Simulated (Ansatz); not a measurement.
Gas-phase reaction R1 → P1, each structure at its B3LYP-D3(BJ)/def2-TZVP stationary point, reached from a drawn start; harmonic modes at that level show minima.
R1, CHN (SMILES C#N) (charge 0, multiplicity 1):
```
atom   x (Å)   y (Å)    z (Å)
----  ------  ------  -------
C     0.0000  0.0000  -0.0264
N     0.0000  0.0000   1.1197
H     0.0000  0.0000  -1.0932
```
P1, CHN (SMILES [C-]#[NH+]) (charge 0, multiplicity 1):
```tsv
atom	x (Å)	y (Å)	z (Å)
H	0.0000	0.0000	-1.0530
N	0.0000	0.0000	-0.0555
C	0.0000	0.0000	1.1086
```

P less R. No zero-point or thermal terms.

Frozen-core correlation throughout.

Codes used: Ansatz (an electronic-structure program) with Gaussian orbitals. No computed number here is a measurement.

**Question.** One of these levels gives 42.8 kJ/mol for the reaction energy. Name it.
(A) SVWN5/def2-TZVPP
(B) MP2/cc-pVDZ
(C) HF/cc-pVTZ

**Answer.** C, HF/cc-pVTZ. The others give 58.3 (SVWN5/def2-TZVPP), 77.1 (MP2/cc-pVDZ)
